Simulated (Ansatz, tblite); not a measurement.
Cost and result up the ladder for the cluster Mg₂F₄ (the lowest singlet isomer of a short search) (6 atoms). Total charge 0; singlet. Geometry: PBE0-D4/def2-SVP.

```xyz
6

Mg   -0.3164   -0.8945    1.0957
Mg    0.3090    0.8958   -1.0971
F     0.7037    1.9816   -2.4228
F    -0.6823   -1.9847    2.4266
F     0.1306    0.9320    0.7984
F    -0.1445   -0.9303   -0.8008
```

Ansatz on 4 threads of Arm Neoverse V2 on a shared host; xTB runs through tblite on one thread. Times are rough, summed over both states, and most runs start from the orbitals of an earlier one. PBE0-D4/def2-TZVP serves as the yardstick here, not as an exact answer. Differences are given only for rows in sets of like size (and for xTB, whose basis is part of the method), since another set adds its own error. The other state is a doublet.

The xTB rows come from tblite. Correlated methods freeze 6 core orbitals; core or outer-core shells of Mg are correlated, in sets that lack core-valence functions. The rows differ in basis, and correlated rows in double-zeta sets carry the largest basis error. HOMO above LUMO, or a gap near zero within one spin, warns that the state may not be the lowest or that an electron is smeared out. The structure comes from a short search, and lower isomers may exist.

Correlated methods converge slowly with the basis, most of all in double-zeta sets.

Raw xTB energies of ions are shifted by several eV.

| level | functions | vertical IE (eV) | difference from PBE0-D4/def2-TZVP (eV) | remarks |
| --- | --- | --- | --- | --- |
| GFN1-xTB | 24 | 17.47 | 5.28 | – |
| CCSD(T)/def2-SVP | 92 | 13.23 | – | – |
| GFN2-xTB | 34 | 17.06 | 4.88 | – |
| PBE-D4/def2-TZVP | 188 | 11.43 | -0.76 | gap within one spin near zero (+1 doublet) |
| PBE0-D4/def2-TZVP | 188 | 12.19 | 0.00 | – |

Question: Estimate how long each takes.

Answer: GFN1-xTB 0.005 s; GFN2-xTB 0.041 s; PBE-D4/def2-TZVP 7.2 s; PBE0-D4/def2-TZVP 9.6 s; CCSD(T)/def2-SVP 34 s. On shared hardware such times vary by a factor of up to 3.
